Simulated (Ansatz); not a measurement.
Isomers of C2H7ClOSi, relaxed with PBE0-D4/def2-TZVP in Ansatz; electronic energies, one conformer each and not always the lowest. Functionals use def2-TZVPP; CBS adds triple-zeta CCSD(T) − MP2 to the MP2 limit of def2-TZVPP and def2-QZVPP.

Order them by energy at frozen-core CCSD(T)/CBS, lowest first. (Best estimate.)
A. `C[Si](C)(O)Cl`
B. `CC(O)([SiH3])Cl`
C. `CO[SiH](C)Cl`

A (0.0 kcal/mol), C (26.0 kcal/mol), B (96.5 kcal/mol).

How do r2SCAN-D4, B3LYP-D4, ωB97M-V, MP2/CBS(def2) place them (kcal/mol, against `C[Si](C)(O)Cl`)? (Estimate.)

Ansatz gave: 
| isomer | r2SCAN-D4 | B3LYP-D4 | ωB97M-V | MP2/CBS(def2) |
| --- | --- | --- | --- | --- |
| `CO[SiH](C)Cl` | 26.3 | 24.2 | 25.9 | 27.6 |
| `CC(O)([SiH3])Cl` | 96.3 | 94.5 | 96.6 | 100.0 |

B3LYP here is the variant with VWN-RPA as its local correlation; programs differ in this.
